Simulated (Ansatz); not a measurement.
System: CH₉Si₃, net charge 0, doublet state. It need not be the lowest isomer of its formula. 
Coordinates optimised at B3LYP-D3(BJ)/def2-TZVP (Ansatz, an electronic-structure program):
SMILES: C[Si]([SiH3])[SiH3]
```xyz
13

C      0.0900     2.1676    -0.4354
Si     0.0311     0.2774    -0.5219
Si     1.9230    -0.7481     0.3796
Si    -1.9932    -0.6185     0.2150
H      1.0073     2.5498    -0.8858
H      0.0575     2.5050     0.6041
H     -0.7590     2.6083    -0.9600
H      2.1113    -0.4271     1.8203
H      3.1408    -0.3020    -0.3432
H      1.7987    -2.2195     0.2439
H     -2.2800    -0.2818     1.6357
H     -1.9554    -2.0953     0.0861
H     -3.1140    -0.0950    -0.6061
```
Charge 0, spin multiplicity 2.

Property: atomisation energy (electronic, to ground-state atoms), in kJ/mol. Correlated levels leave the core frozen unless marked. UHF or UKS for open shells. Spin-orbit coupling is left out. Non-relativistic. The coupled-cluster limit lacks core correlation, which all-electron functionals hold. Basis-set limits of correlation are two-point, X^-3; Hartree-Fock from the larger set.

```json
[
 {"level": "HF/cc-pV(T+d)Z", "program": "Ansatz", "atomisation energy (kJ/mol)": "3086.3", "minus last row": "-936.3"},
 {"level": "PBE-D3(BJ)/def2-TZVPD", "program": "Ansatz + dftd3", "atomisation energy (kJ/mol)": "4004.9", "minus last row": "-17.7"},
 {"level": "r2SCANh-D4/def2-TZVPD", "program": "Ansatz + dftd4", "atomisation energy (kJ/mol)": "4023.3", "minus last row": "0.7"},
 {"level": "r2SCAN0-D4/def2-TZVPD", "program": "Ansatz + dftd4", "atomisation energy (kJ/mol)": "4011.7", "minus last row": "-10.9"},
 {"level": "CAM-B3LYP-D3(BJ)/def2-TZVPD", "program": "Ansatz + dftd3", "atomisation energy (kJ/mol)": "4026.9", "minus last row": "4.3"},
 {"level": "LC-wPBE-D4/def2-TZVPD", "program": "Ansatz + dftd4", "atomisation energy (kJ/mol)": "4012.0", "minus last row": "-10.6"},
 {"level": "B2PLYP/def2-TZVPD", "program": "Ansatz", "atomisation energy (kJ/mol)": "3937.5", "minus last row": "-85.1"},
 {"level": "MP2/6-31G*", "program": "Ansatz", "atomisation energy (kJ/mol)": "3529.1", "minus last row": "-493.5"},
 {"level": "RI-MP2/cc-pV(T+d)Z", "program": "Ansatz", "atomisation energy (kJ/mol)": "3881.9", "minus last row": "-140.7"},
 {"level": "CCSD(T)/CBS(cc-pV(T+d)Z,cc-pV(Q+d)Z)", "program": "Ansatz", "atomisation energy (kJ/mol)": "4022.6", "minus last row": "0.0"}
]
```
